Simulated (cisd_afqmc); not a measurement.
Input (AFQMC/CISD/def2-TZVPP; cisd_afqmc is a phaseless AFQMC code with CISD trial states that reads the integrals written by Ansatz):

Ansatz 0.2 input:
```python
import cisd_afqmc

open("ham.yaml", "w").write("""\
crystal:
  periodic: [false, false, false]
  atoms:
    - {symbol: Os, position_ang: [-0.00000000, -0.00000000, 0.00000000]}
    - {symbol: O, position_ang: [1.17626423, 0.68411180, -1.02592491]}
    - {symbol: O, position_ang: [0.77012198, -0.87664091, 1.24199086]}
    - {symbol: O, position_ang: [-0.99845358, -1.04766055, -0.89979234]}
    - {symbol: O, position_ang: [-0.94793263, 1.24018965, 0.68372639]}
basis:
  gaussian:
    orbitals: def2-TZVPP
magnetization: {spin_polarized: false}
correlation: {method: ccsd, electrons: outside_noble_gas, hamiltonian_folder: ham}
""")
rep = cisd_afqmc.ansatz("ham.yaml")
e_ccsd = rep["correlation"]["coupled_cluster"]["energy"]["hartree"]
out = cisd_afqmc.run("ham", e_ccsd, trial="CISD", walkers=1000, populations=1, threads=12, dt=0.005, steps=40, early=36, settle=10, least=100,
    cut=5e-5, rank_cut=2e-4, target=0.0007, seconds=1500, seed=4, memory=62639, gpu=True)
```

Output:

```
 100.0  -390.71998
 102.0  -390.72041
 104.0  -390.72633
 106.0  -390.71916
 108.0  -390.72818
 110.0  -390.71922
 112.0  -390.71216
 114.0  -390.71850
 116.0  -390.71581
 118.0  -390.72208
 120.0  -390.73356
 122.0  -390.71985
 124.0  -390.71726
 126.0  -390.72726
 128.0  -390.73395
 130.0  -390.71225
 132.0  -390.71350
 134.0  -390.71168
 136.0  -390.71210
 138.0  -390.71417
 140.0  -390.71282
 142.0  -390.72134
 144.0  -390.71453
 146.0  -390.72005
 148.0  -390.73016
 150.0  -390.72957
 152.0  -390.71968
 154.0  -390.71987
 156.0  -390.72025
 158.0  -390.72622
 160.0  -390.70275
 162.0  -390.71253
 164.0  -390.71347
 166.0  -390.72269
 168.0  -390.72124
 170.0  -390.72580
 172.0  -390.72215
 174.0  -390.71393
 176.0  -390.71176
 178.0  -390.71089
 180.0  -390.71936
 182.0  -390.72666
 184.0  -390.71749
 186.0  -390.71400
 188.0  -390.71559
 190.0  -390.71167
 192.0  -390.72131
 194.0  -390.70393
 196.0  -390.71230
 198.0  -390.71609
 200.0  -390.71336
 202.0  -390.72147
 204.0  -390.72502
 206.0  -390.72299
 208.0  -390.72491
 210.0  -390.73494
 212.0  -390.71899
 214.0  -390.71975
 216.0  -390.70555
 218.0  -390.72578
 220.0  -390.72286
 222.0  -390.72315
 224.0  -390.72400
 226.0  -390.71584
 228.0  -390.73119
 230.0  -390.72697
 232.0  -390.71720
 234.0  -390.70897
blocks 1168 (1 outliers left out), error by blocks joined: 1: 0.00037, 2: 0.00046, 4: 0.00056, 8: 0.00060, 16: 0.00070
E(AFQMC/CISD) = -390.71959 +/- 0.00070
```

The run carries these doubts: large difference.
